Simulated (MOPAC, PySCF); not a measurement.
C₃H₃Cl, SMILES `C=C=CCl`, neutral singlet in the gas phase. 

Cartesian coordinates (Å):
```xyz
7

C     -1.3604     0.0268     0.0095
C     -0.0647    -0.0681    -0.0139
C      1.2273    -0.1755    -0.0399
Cl     2.2962     1.1811     0.2377
H     -1.9260     0.2560    -0.8872
H     -1.9206    -0.1182     0.9270
H      1.7482    -1.1021    -0.2332
```
Charge 0, multiplicity 1.

All levels are single points at this geometry (B3LYP-D3(BJ)/def2-TZVP); Pople sets use spherical d functions. Orbital energies aren't observables, and empty levels follow the basis.

| level | HOMO (eV) | LUMO (eV) | gap (eV) | dipole (D) | vertical IE, Delta-SCF (eV) |
|---|---|---|---|---|---|
| PBE-D3(BJ)/def2-TZVP in PySCF | -6.20 | -1.84 | 4.36 | 1.63 | – |
| ωB97X-D3(BJ)/def2-TZVP in PySCF | -9.78 | 1.38 | 11.16 | 1.77 | – |
| BP86/6-31G* in PySCF | -6.10 | -1.62 | 4.48 | 1.79 | – |
| PBE/6-31G* in PySCF | -5.99 | -1.52 | 4.47 | 1.79 | 9.30 |
| HF/3-21G in PySCF | -10.12 | 3.44 | 13.56 | 2.44 | – |
| HF/6-31G* in PySCF | -9.99 | 3.61 | 13.60 | 2.12 | 8.70 |
| AM1 in MOPAC | -10.02 | 0.29 | 10.31 | 1.58 | – |
| PM3 in MOPAC | -9.71 | 0.28 | 9.98 | 1.25 | – |
| PM7 in MOPAC | -10.15 | -0.24 | 9.91 | 2.17 | – |
